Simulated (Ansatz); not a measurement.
Reaction: CHNO (isocyanic acid, SMILES C(=O)=N) → CHNO+ (parent SMILES C(=O)=N, doublet) + e-
Each species at its own B3LYP-D3(BJ)/def2-TZVP minimum (Ansatz, an electronic-structure program).

Quantity: adiabatic ionisation energy (electronic), in eV. Radicals and triplets start from unrestricted determinants; spin-orbit coupling is neglected. CBS(X,Y): correlation extrapolated as X^-3, Hartree-Fock from the larger set (Q,5: extrapolated as (X+1)exp(-9√X)). A bracket is a step between two methods taken in the basis named. The functionals are non-relativistic, so their misses hold any scalar relativity. Double hybrids freeze cores in their MP2 part. '+ core + X2C': CCSD(T) terms for core correlation (cc-pwCVTZ) and scalar relativity (cc-pVTZ-DK). The UHF reference of CHNO+ (parent SMILES N=C=O, doublet) is spin-contaminated (<S^2> up to 0.13 over the pure value in the sets run). The spin of CHNO+ (parent SMILES N=C=O, doublet) was assumed, and the state is the lowest solution found for it.

CCSD(T)/CBS(cc-pVQZ,cc-pV5Z) + [CCSDT(Q) - CCSD(T)]/cc-pVTZ + core + X2C (Ansatz) gives 11.66 eV.

Question: How far off this value is PBE/def2-TZVPD (Ansatz), in which direction, and how far these levels: B3LYP/def2-TZVPD, PBE0/def2-TZVPD, wB97M-V/def2-TZVPD, B2PLYP/def2-TZVPD, CCSD(T)/CBS(cc-pVQZ,cc-pV5Z) + core + X2C?

Answer: PBE gives 11.54 eV, 0.12 eV below it. Differences of the others: B3LYP/def2-TZVPD (Ansatz) -0.03; PBE0/def2-TZVPD (Ansatz) -0.11; wB97M-V/def2-TZVPD (Ansatz) -0.09; B2PLYP/def2-TZVPD (Ansatz) -0.05; CCSD(T)/CBS(cc-pVQZ,cc-pV5Z) + core + X2C (Ansatz) 0.03 eV.
